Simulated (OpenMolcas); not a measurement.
An OpenMolcas run meant for Er V (ANO-RCC-VQZP, X2C; inactive shells 1s 2s 2p 3s 3p 3d 4s 4p 4d 5s 5p; intended active space 10 electrons in 7 orbitals (4f)). One step of its input:

```
&CASPT2
Multistate=21 1 2 3 4 5 6 7 8 9 10 11 12 13 14 15 16 17 18 19 20 21
Frozen=14 9
IPEA=-0.5
Imaginary=0.1
MaxIter=60
WThr=0.0 0.3 0.05
PrWF=0.5
NoMix
```

The run finished. Its levels beside those of a sound run (SS-CASPT2, IPEA 0.25 Eh, imaginary shift 0.1 Eh (closed shells correlated: 5s 5p)), in cm-1 above each run's lowest level:

```tsv
Level	This run	Usual run
4f10 5I8	0.0	0.0
4f10 5I7	6163	6155
4f10 5I6	11259	11245
4f10 5I5	15373	15357
4f10 5I4	18611	18594
4f10 5F5	20579	21324
```

Which setting is unsound, and how much does it matter here?

The IPEA shift is negative. Against the sound run the excited levels shown move by 160 cm-1 on average and by 750 cm-1 at most.

CASPT2 breaks the degeneracy within a term, and the mean is taken; among the terms shown or strongly mixed into the levels shown the widest spread is 2500 cm-1 (4f10 5I, this run). High states are left out of the spin-orbit mixing, which shifts the levels that they would mix with. Only configurations of the active space appear.
